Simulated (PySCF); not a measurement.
**Electric field gradients and quadrupole coupling constants**

Species: C8H10OSi.
Geometry (GFN2-xTB, Å), atoms numbered from 1 in this order:
```
atom  x, y, z in Å
C1     3.3423    2.0166   -0.0927
C2     2.3973    0.9283   -0.0434
C3     1.6248    0.0001   -0.0008
C4     0.6830   -1.0188    0.0037
C5     0.7846   -2.2757    0.5125
C6    -0.5098   -2.8762    0.1861
O7    -0.9317   -3.9919    0.3803
Si8   -1.1126   -1.2237   -0.6548
C9    -2.4252   -0.1479    0.2006
C10   -2.3333    1.3174   -0.2180
H11    2.8181    2.9708   -0.1479
H12    3.9712    1.9110   -0.9772
H13    3.9796    2.0073    0.7916
H14    1.6141   -2.7369    1.0251
H15   -1.2407   -1.1835   -2.1141
H16   -2.3162   -0.2172    1.2850
H17   -3.4209   -0.5259   -0.0364
H18   -3.0869    1.9119    0.2955
H19   -1.3532    1.7228    0.0228
H20   -2.4895    1.4221   -1.2890
```

Field gradients from the PBE0/pcSseg-1 density (PySCF, non-relativistic), principal values in atomic units, ordered |Vxx| ≤ |Vyy| ≤ |Vzz|:

| atom | Vxx | Vyy | Vzz |
| --- | --- | --- | --- |
| O7 | 0.4973 | 1.3770 | -1.8743 |

Question: Find the asymmetry η = (Vxx − Vyy)/Vzz and the couplings χ = eQV/h (234.96 MHz × Q in barn × V in au), with Q(17O) = −0.0256 b.

Answer: 
```json
{"atom": "O7", "environment": "carbonyl oxygen", "nucleus": "17O", "η": "0.47", "χzz (MHz)": "11.27", "χxx (MHz)": "-2.99", "χyy (MHz)": "-8.28"}
```

Question: What is Vzz at O7 in SI units (1 au = 9.71736 × 10²¹ V/m²)?

Answer: -1.8743 au = -18.213 × 10²¹ V/m².

Question: And the gradient at the other heavy atoms, for which no coupling is worked out here?

Answer: 
```json
{"atom": "C1", "environment": "propargylic carbon", "Vzz (au)": "0.133", "η": "0.09"}
{"atom": "C2", "environment": "alkyne carbon", "Vzz (au)": "-0.292", "η": "0.88"}
{"atom": "C3", "environment": "alkyne carbon", "Vzz (au)": "-0.252", "η": "0.18"}
{"atom": "C4", "environment": "fully substituted alkene carbon", "Vzz (au)": "0.440", "η": "0.45"}
{"atom": "C5", "environment": "alkene CH carbon", "Vzz (au)": "0.349", "η": "0.19"}
{"atom": "C6", "environment": "carbonyl carbon", "Vzz (au)": "0.508", "η": "0.14"}
{"atom": "Si8", "environment": "SiH silicon", "Vzz (au)": "0.585", "η": "0.16"}
{"atom": "C9", "environment": "sp3 carbon bound to silicon", "Vzz (au)": "0.060", "η": "0.44"}
{"atom": "C10", "environment": "methyl carbon", "Vzz (au)": "0.088", "η": "0.06"}
```

Were the hydrogens deuterons (Q(2H) = 0.00286 b), χzz would run from 108 kHz (H15) to 223 kHz (H14).

One conformer (not necessarily the lowest) at the GFN2-xTB geometry, without solvent, vibrations or thermal averaging. GFN2-xTB bond lengths can be off by several hundredths of an ångström, more for odd bonds, and the gradients follow them. A larger basis could move these couplings by a tenth or more.

The run behind these numbers computed NMR shieldings as well. On an Arm Neoverse V1 with one thread (shared host), this took 75 s wall and 1.1 GiB of memory at its peak.
